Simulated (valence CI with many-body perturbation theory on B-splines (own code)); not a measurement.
Level structure of Pt⁷²⁺

Computed by relativistic CI+MBPT: four valence electrons over a frozen Dirac-Fock core [He], a basis of 11 s, 11 p, 9 d, 7 f, 5 g, 2 h, 1 i functions for each j, with the one-electron correlation potential Σ1, the two-electron term Σ2, the three-electron term Σ3, Breit, model QED; selected CI, second order for the rest (own B-spline code, finite nucleus).

The last digits are not significant, and no measured levels were compared; by estimate large intervals hold to a few tenths of a per cent, small ones and those within an open d or f shell to about a per cent. Among the levels kept, up to 310 cm⁻¹ of a level comes from second order outside the variational space, and about a tenth of that is noise between levels of different J, which matters for small intervals.

Levels 1 to 45 of 115, with energies above the lowest level, (2s^2 2p1/2^2) J=0. "Leading %" is the weight of the configuration and term that name the level; weights of strongly mixed levels are sums over their largest components and can fall short. In the jj column 3d3/2^4 stands for four electrons in 3d with j = 3/2.

```csv
No.,Configuration,Term,J,E (Ry),Leading %,g,Leading jj
1,2s2.2p2,3P,0,0.0,68,,2s^2 2p1/2^2 (100 %)
2,2s2.2p2,3P,1,132.6,100,1.464,2s^2 2p1/2 2p3/2 (100 %)
3,2s2.2p2,1D,2,134.0,66,1.128,2s^2 2p1/2 2p3/2 (100 %)
4,2s.2p3,3P°,2,156.9,49,1.482,2s 2p1/2^2 2p3/2 (100 %)
5,2s.2p3,1P°,1,163.8,31,1.112,2s 2p1/2^2 2p3/2 (100 %)
6,2s2.2p2,3P,2,268.7,65,1.288,2s^2 2p3/2^2 (99 %)
7,2s2.2p2,1S,0,273.7,67,,2s^2 2p3/2^2 (99 %)
8,2s.2p3,5S°,2,287.3,50,1.543,2s 2p1/2 2p3/2^2 (100 %)
9,2s.2p3,3D°,3,290.6,100,1.288,2s 2p1/2 2p3/2^2 (100 %)
10,2s.2p3,3P°,0,295.8,100,,2s 2p1/2 2p3/2^2 (100 %)
11,2s.2p3,3S°,1,297.6,54,1.296,2s 2p1/2 2p3/2^2 (100 %)
12,2s.2p3,1D°,2,298.2,74,1.040,2s 2p1/2 2p3/2^2 (100 %)
13,2s.2p3,3P°,1,298.5,64,1.284,2s 2p1/2 2p3/2^2 (100 %)
14,2p4,3P,2,323.8,67,1.299,2p1/2^2 2p3/2^2 (99 %)
15,2p4,1S,0,329.0,65,,2p1/2^2 2p3/2^2 (99 %)
16,2s.2p3,3P°,2,428.1,51,1.434,2s 2p3/2^3 (100 %)
17,2s.2p3,1P°,1,434.9,36,1.147,2s 2p3/2^3 (100 %)
18,2p4,3P,1,457.8,100,1.465,2p1/2 2p3/2^3 (100 %)
19,2p4,1D,2,459.2,68,1.117,2p1/2 2p3/2^3 (100 %)
20,2p4,3P,0,596.1,65,,2p3/2^4 (100 %)
21,2s2.2p.3s,3P°,0,866.9,100,,2s^2 2p1/2 3s (100 %)
22,2s2.2p.3s,3P°,1,867.1,67,1.296,2s^2 2p1/2 3s (100 %)
23,2s2.2p.3p,3D,1,874.0,74,0.628,2s^2 2p1/2 3p1/2 (100 %)
24,2s2.2p.3p,3P,0,877.9,67,,2s^2 2p1/2 3p1/2 (99 %)
25,2s.2p2.3s,5P,1,889.1,40,1.991,2s 2p1/2^2 3s (99 %)
26,2s.2p2.3s,3P,0,892.2,68,,2s 2p1/2^2 3s (99 %)
27,2s.2p2.3p,3P°,1,896.9,33,1.327,2s 2p1/2^2 3p1/2 (100 %)
28,2s.2p2.3p,3P°,0,897.0,53,,2s 2p1/2^2 3p1/2 (99 %)
29,2s2.2p.3p,3D,2,914.9,51,1.141,2s^2 2p1/2 3p3/2 (100 %)
30,2s2.2p.3p,3P,1,915.0,49,1.495,2s^2 2p1/2 3p3/2 (99 %)
31,2s2.2p.3d,3F°,2,920.1,75,0.738,2s^2 2p1/2 3d3/2 (100 %)
32,2s2.2p.3d,3D°,1,922.1,50,0.825,2s^2 2p1/2 3d3/2 (100 %)
33,2s2.2p.3d,3P°,2,931.3,46,1.283,2s^2 2p1/2 3d5/2 (97 %)
34,2s2.2p.3d,3F°,3,931.6,45,1.089,2s^2 2p1/2 3d5/2 (100 %)
35,2s.2p2.3p,3P°,2,937.5,36,1.486,2s 2p1/2^2 3p3/2 (97 %)
36,2s.2p2.3p,3D°,1,937.9,30,1.141,2s 2p1/2^2 3p3/2 (100 %)
37,2s.2p2.3d,3D,1,942.5,47,0.473,2s 2p1/2^2 3d3/2 (100 %)
38,2s.2p2.3d,3D,2,942.9,30,1.100,2s 2p1/2^2 3d3/2 (99 %)
39,2s.2p2.3d,3D,3,953.5,38,1.322,2s 2p1/2^2 3d5/2 (100 %)
40,2s.2p2.3d,3F,2,954.8,26,1.035,2s 2p1/2^2 3d5/2 (99 %)
41,2s2.2p.3s,3P°,2,1003.4,98,1.464,2s^2 2p3/2 3s (98 %)
42,2s2.2p.3s,1P°,1,1004.2,66,1.120,2s^2 2p3/2 3s (99 %)
43,2s2.2p.3p,3P,1,1012.0,50,1.448,2s^2 2p3/2 3p1/2 (97 %)
44,2s2.2p.3p,3D,2,1012.2,47,1.139,2s^2 2p3/2 3p1/2 (98 %)
45,2s.2p2.3s,5P,2,1019.3,84,1.715,2s 2p1/2 2p3/2 3s (99 %)
```

The ionisation energy to 2s2.2p 2P°_1/2 of the next ion comes out as 20838 eV (NIST: 20840 ± 70 eV (theoretical)). All 115 levels together are meant to be complete up to 1092.3 Ry.
